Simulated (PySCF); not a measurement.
BHO, SMILES B=O. Atoms are numbered in the order given.

```xyz
3

H      0.0000     0.0000    -1.7737
B      0.0000     0.0000    -0.6009
O      0.0000     0.0000     0.5973
```

Geometry: PBE0-D3(BJ)/def2-TZVPD.

Calculation: PySCF with PBE0/pcJ-2.

Isotropic couplings with Fermi-contact, spin-dipole and both spin-orbit terms, one fixed conformer, no vibrational averaging. Isotopes: 11B, 1H.

Task: Estimate the spin–spin coupling constants. (The exact figures need the calculation; the answer reports its results.)

Result: 
```csv
pair,bonds apart,J (Hz)
H1–B2,1,260.4
```
